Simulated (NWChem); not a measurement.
Molecule: Si2H5O2Cl; SMILES O[SiH2]O[SiH2]Cl

```xyz
10

O      1.2765    -1.4813    -0.5968
Si    -0.1890    -1.8666     0.0665
O     -1.1820    -0.5211     0.0935
Si    -1.0376     1.1124     0.0194
Cl     0.8038     1.6532     0.8336
H      1.7818    -0.7926    -0.1500
H     -0.0657    -2.3422     1.4724
H     -0.8018    -2.8872    -0.8146
H     -1.0504     1.5979    -1.3833
H     -2.0962     1.7457     0.8417
```
Atoms are numbered in this order, from 1.

Level: PBE0/def2-SVP (NWChem), optimised geometry, unscaled harmonic frequencies. 

```
frequency (cm⁻¹)  IR intensity (km/mol)
----------------  ---------------------
45                                  4.4
53                                  1.5
75                                  2.4
236                                 5.9
323                                99.9
399                                87.2
529                                55.6
623                                14.6
643                                34.9
667                                98.6
729                                28.3
746                                 8.5
849                               146.6
887                               332.1
914                               110.5
956                               348.8
986                               173.5
987                                92.1
1089                              375.7
2257                              139.8
2282                               81.9
2296                              126.3
2306                              118.5
3897                              106.7
```

The zero-point energy is 35.4 kcal/mol and the thermal correction to the enthalpy at 298.15 K (with zero-point energy) is 40.8 kcal/mol. The heat capacity Cv is 25.4 cal/(mol K), the entropy at 298.15 K and 1 atm (symmetry number 1) comes out as 89.5 cal/(mol K) and the dipole moment is 0.84 D.

Rigid rotor and harmonic oscillator; modes under 100 cm⁻¹ make the entropy uncertain.
